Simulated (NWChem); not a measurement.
System: CdSi₂H₆; SMILES [SiH3][Cd][SiH3]

Input file for NWChem:

```
start job
memory heap 200 mb stack 900 mb global 1100 mb
geometry units angstroms noautoz
  Cd    -0.692837     0.000073     0.000000
  Si    -0.693540     0.000074     2.536262
  H     -1.341788     1.230784     3.097287
  H     -1.435809    -1.176225     3.097464
  H      0.695745    -0.054138     3.098769
  Si    -0.693540     0.000074    -2.536262
  H     -1.435809    -1.176225    -3.097464
  H     -1.341788     1.230784    -3.097287
  H      0.695745    -0.054138    -3.098769
end
basis spherical
  Cd library sto-3g
  Si library sto-3g
  H library sto-3g
end
dft
  xc hfexch
  iterations 150
  mulliken
end
task dft energy
```

Excerpt of the output:

```
             Northwest Computational Chemistry Package (NWChem) 7.3.0
             --------------------------------------------------------

 C3H symmetry detected

                             Geometry "geometry" -> ""
                             -------------------------

 Output coordinates in angstroms (scale by  1.889725989 to convert to a.u.)

  No.       Tag          Charge          X              Y              Z
 ---- ---------------- ---------- -------------- -------------- --------------
    1 Cd                  48.0000     0.00000000     0.00000000     0.00000000
    2 Si                  14.0000    -0.00000000    -0.00000000    -2.53626200
    3 H                    1.0000     1.32750669    -0.41462608    -3.09784000
    4 H                    1.0000    -1.02283006    -0.94234148    -3.09784000
    5 H                    1.0000    -0.30467663     1.35696756    -3.09784000
    6 Si                  14.0000    -0.00000000    -0.00000000     2.53626200
    7 H                    1.0000    -1.02283006    -0.94234148     3.09784000
    8 H                    1.0000     1.32750669    -0.41462608     3.09784000
    9 H                    1.0000    -0.30467663     1.35696756     3.09784000

 Effective nuclear repulsion energy (a.u.)     385.0950689799

      Symmetry information
      --------------------

 Group name             C3h
 Group number             22
 Group order               6
 No. of unique centers     3

  xc_inp: hfexch multiplicative factor not found.

                                 NWChem DFT Module
                                 -----------------

 Summary of "ao basis" -> "ao basis" (spherical)
 ------------------------------------------------------------------------------
       Tag                 Description            Shells   Functions and Types
 ---------------- ------------------------------  ------  ---------------------
 Cd                          sto-3g                 11       27   5s4p2d
 Si                          sto-3g                  5        9   3s2p
 H                           sto-3g                  1        1   1s

      Symmetry analysis of basis
      --------------------------

        a'         13
        e'+         9
        e'-         9
        a"         10
        e"+         5
        e"-         5

  Rotation of axis

            General Information
            -------------------
          SCF calculation type: DFT
          Wavefunction type:  closed shell.
          No. of atoms     :     9
          No. of electrons :    82
           Alpha electrons :    41
            Beta electrons :    41
          Charge           :     0
          Spin multiplicity:     1
          Use of symmetry is: on ; symmetry adaption is: on
          Maximum number of iterations: 150
          AO basis - number of functions:    51
                     number of shells:    27
          Convergence on energy requested:  1.00D-06
          Convergence on density requested:  1.00D-05
          Convergence on gradient requested:  5.00D-04

              XC Information
              --------------
                     Hartree-Fock (Exact) Exchange  1.000

      Superposition of Atomic Density Guess
      -------------------------------------

 Sum of atomic energies:       -5985.23264493

      Non-variational initial energy
      ------------------------------

 Total energy =   -5984.815673
 1-e energy   =   -9074.873838
 2-e energy   =    2704.963096
 HOMO         =      -0.022051
 LUMO         =       0.282842

      Symmetry analysis of molecular orbitals - initial
      -------------------------------------------------

  Numbering of irreducible representations:

     1 a'          2 e'+         3 e'-         4 a"          5 e"+
     6 e"-

  Orbital symmetries:

     1 a'          2 a'          3 a"          4 e'+         5 e'+
     6 a"          7 a'          8 a'          9 a"         10 e'+
    11 e'+        12 a'         13 e"+        14 e"+        15 e'+
    16 e'+        17 a"         18 a'         19 a'         20 e'+
    21 e'+        22 e"+        23 e"+        24 a"         25 a'
    26 a"         27 e'+        28 e'+        29 a'         30 a"
    31 a'         32 e"+        33 e"+        34 e'+        35 e'+
    36 e'+        37 e'+        38 e"+        39 e"+        40 a'
    41 a"         42 a'         43 e'+        44 e'+        45 a"
    46 a'         47 e"+        48 e"+        49 e'+        50 e'+
    51 a"

     ---------------------------------------------
      Total Density - Mulliken Population Analysis
     ---------------------------------------------

    Atom       Charge   Shell Charges
 -----------   ------   -------------------------------------------------------
    1 Cd  48    47.76   2.00  2.00  6.00  2.00  5.99  2.00  5.83  1.38  0.66 10.00  9.91
    2 Si  14    13.48   2.00  1.99  5.89  1.39  2.22
    3 H    1     1.21   1.21
    4 H    1     1.21   1.21
    5 H    1     1.21   1.21
    6 Si  14    13.48   2.00  1.99  5.89  1.39  2.22
    7 H    1     1.21   1.21
    8 H    1     1.21   1.21
    9 H    1     1.21   1.21

   convergence    iter        energy       DeltaE   RMS-Dens  Diis-err
 ---------------- ----- ----------------- --------- --------- ---------
 d= 0,ls=0.0,diis     1  -5986.2739946497 -6.37D+03  1.18D-02  9.78D-02
 d= 0,ls=0.0,diis     2  -5986.3091858591 -3.52D-02  3.88D-03  7.75D-03
 d= 0,ls=0.0,diis     3  -5986.3120495724 -2.86D-03  6.22D-04  1.78D-04
 d= 0,ls=0.0,diis     4  -5986.3121180634 -6.85D-05  1.08D-04  4.54D-06
 d= 0,ls=0.0,diis     5  -5986.3121201263 -2.06D-06  3.15D-05  2.24D-07
 d= 0,ls=0.0,diis     6  -5986.3121202534 -1.27D-07  4.37D-06  4.18D-09

         Total DFT energy =    -5986.312120253358
      One electron energy =    -9065.375864069598
           Coulomb energy =     2886.565291977271
    Exchange-Corr. energy =     -192.596617140959
 Nuclear repulsion energy =      385.095068979927

 Numeric. integr. density =        0.000000000000

                  Occupations of the irreducible representations
                  ----------------------------------------------

                     irrep           alpha         beta
                     --------     --------     --------
                     a'               11.0         11.0
                     e'+              14.0         14.0
                     e'-               0.0          0.0
                     a"                8.0          8.0
                     e"+               8.0          8.0
                     e"-               0.0          0.0

                       DFT Final Molecular Orbital Analysis
                       ------------------------------------

 Vector   39  Occ=2.000000D+00  E=-3.745384D-01  Symmetry=e"+
              MO Center=  1.7D-01,  3.2D-01,  4.2D-15, r^2= 7.9D+00
   Bfn.  Coefficient  Atom+Function         Bfn.  Coefficient  Atom+Function
  ----- ------------  ---------------      ----- ------------  ---------------
    24      0.449545  1 Cd d -1              39      0.344472  5 H  s
    51     -0.344472  9 H  s                 26      0.289082  1 Cd d  1
    37     -0.281339  3 H  s                 50      0.281339  8 H  s
    35      0.218004  2 Si py                47     -0.218004  6 Si py
    34     -0.140188  2 Si px                46      0.140188  6 Si px

 Vector   40  Occ=2.000000D+00  E=-2.841433D-01  Symmetry=a'
              MO Center= -6.9D-18,  2.0D-16, -1.3D-14, r^2= 4.0D+00
   Bfn.  Coefficient  Atom+Function         Bfn.  Coefficient  Atom+Function
  ----- ------------  ---------------      ----- ------------  ---------------
    14      0.695277  1 Cd s                 25     -0.294968  1 Cd d  0
    36      0.287364  2 Si pz                48     -0.287364  6 Si pz
    10     -0.257770  1 Cd s                  6      0.118102  1 Cd s
    32     -0.115951  2 Si pz                44      0.115951  6 Si pz
    37     -0.112370  3 H  s                 38     -0.112370  4 H  s

 Vector   41  Occ=2.000000D+00  E=-2.249546D-01  Symmetry=a"
              MO Center=  7.4D-16,  2.1D-16,  2.5D-15, r^2= 5.5D+00
   Bfn.  Coefficient  Atom+Function         Bfn.  Coefficient  Atom+Function
  ----- ------------  ---------------      ----- ------------  ---------------
    36     -0.427994  2 Si pz                48     -0.427994  6 Si pz
    17      0.417778  1 Cd pz                13     -0.225899  1 Cd pz
    33     -0.209797  2 Si s                 45      0.209797  6 Si s
    32      0.164616  2 Si pz                44      0.164616  6 Si pz
    37      0.144964  3 H  s                 38      0.144964  4 H  s

 Vector   42  Occ=0.000000D+00  E= 2.841744D-01  Symmetry=e'+
              MO Center=  2.6D-02, -1.1D-02,  3.3D-16, r^2= 2.8D+00
   Bfn.  Coefficient  Atom+Function         Bfn.  Coefficient  Atom+Function
  ----- ------------  ---------------      ----- ------------  ---------------
    15      0.953880  1 Cd px                11     -0.368848  1 Cd px
    16     -0.248368  1 Cd py                37     -0.172873  3 H  s
    50     -0.172873  8 H  s                  7      0.154582  1 Cd px
    34      0.131728  2 Si px                46      0.131728  6 Si px
    12      0.096040  1 Cd py                38      0.093630  4 H  s

 Vector   43  Occ=0.000000D+00  E= 2.841744D-01  Symmetry=e'+
              MO Center= -2.6D-02,  1.1D-02,  1.4D-16, r^2= 2.8D+00
   Bfn.  Coefficient  Atom+Function         Bfn.  Coefficient  Atom+Function
  ----- ------------  ---------------      ----- ------------  ---------------
    16      0.953880  1 Cd py                12     -0.368848  1 Cd py
    15      0.248368  1 Cd px                 8      0.154582  1 Cd py
    39     -0.153865  5 H  s                 51     -0.153865  9 H  s
    38      0.145559  4 H  s                 49      0.145559  7 H  s
    35      0.131728  2 Si py                47      0.131728  6 Si py

[...]
```

Level: Hartree-Fock/STO-3G, non-relativistic. Geometry: optimised at PBE0/def2-SVP (def2 core potentials past Kr).
